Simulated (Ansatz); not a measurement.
Reaction (redistribution): `O[SiH]([SiH3])[O][AlH2]` + `[SiH3][CH2][GaH2]` → `O[SiH]([SiH3])[GaH2]` + `[AlH2][O]C[SiH3]`

Calculated with Ansatz (gas phase, PBE0-D4/def2-TZVP geometries, no zero-point term in ΔE). CCSD(T)/CBS adds triple-zeta CCSD(T) − MP2 to the extrapolated MP2 energy (def2 sets, frozen cores). Functionals use def2-TZVPP. For Ga outer-core shells are correlated without core-valence functions, which leaves a few kJ/mol of doubt a bond. Scalar relativity is left out up to krypton. One conformer a species, not always the lowest.

| species | BHLYP-D4 energy (Eh) |
| --- | --- |
| `O[SiH]([SiH3])[O][AlH2]` | -976.25154 |
| `[SiH3][CH2][GaH2]` | -2256.62359 |
| `O[SiH]([SiH3])[GaH2]` | -2583.29272 |
| `[AlH2][O]C[SiH3]` | -649.49157 |

**Question.** Work out ΔE.

**Answer.** ΔE = (-2583.29272) + (-649.49157) − (-976.25154) − (-2256.62359) = 0.09084 Eh = +238.5 kJ/mol. CCSD(T)/CBS gives +241.5 kJ/mol.

Largest T1 diagnostic among the species: 0.014.

From r2SCAN to r2SCAN0 (25 % exact exchange), in def2-TZVPP and without D4, ΔE moves by +7.0 kJ/mol. Leaving LDA and LC-ωPBE aside and taking each functional with its dispersion term where it has one, the values, not all of them listed here, spread over 35.7 kJ/mol, from revPBE-D4 to PBE-QIDH. LDA lies +5.5 kJ/mol from PBE without D4.
